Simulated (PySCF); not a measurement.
C2H3ClN2Si, SMILES Cl[SiH]1N=CC=N1.

Coordinates come from a PBE-D3(BJ)/def2-SVP optimisation. The structure was generated by enumeration, and PubChem lists no compound with its InChIKey, so it may never have been made.

All values below come from PBE-D3(BJ)/def2-SVP in PySCF.

Frequencies are harmonic and unscaled.

Computed harmonic wavenumbers and intensities:
```tsv
mode	ν (cm⁻¹)	IR (km/mol)	moving atoms (share of kinetic energy)
1	113	0.3	Cl 30 %, C 29 %, Si 21 %, H 12 %, N 9 %
2	176	0.3	N 34 %, Cl 23 %, Si 19 %, C 16 %
3	357	9.8	N 55 %, Cl 27 %, C 12 %
4	460	0.4	H 39 %, C 32 %, N 28 %
5	500	48.3	Si 45 %, N 31 %, C 14 %
6	586	67.8	Si 43 %, Cl 24 %, N 21 %, H 9 %
7	630	18.8	N 40 %, Si 32 %, C 18 %, H 9 %
8	704	12.9	H 77 %, C 10 %
9	710	3.1	N 58 %, H 33 %
10	766	167.1	H 56 %, Si 22 %, N 15 %
11	840	2.6	C 67 %, H 28 %
12	866	90.9	H 79 %, C 15 %
13	883	87.9	C 43 %, N 40 %, H 13 %
14	979	0.0	H 57 %, C 41 %
15	1262	0.5	H 84 %, N 11 %
16	1282	4.0	H 75 %, C 18 %
17	1569	57.8	C 54 %, N 45 %
18	1636	4.2	C 58 %, N 38 %
19	2221	71.6	H 97 %
20	2995	20.3	H 92 %, C 8 %
21	3008	72.2	H 92 %, C 8 %
```
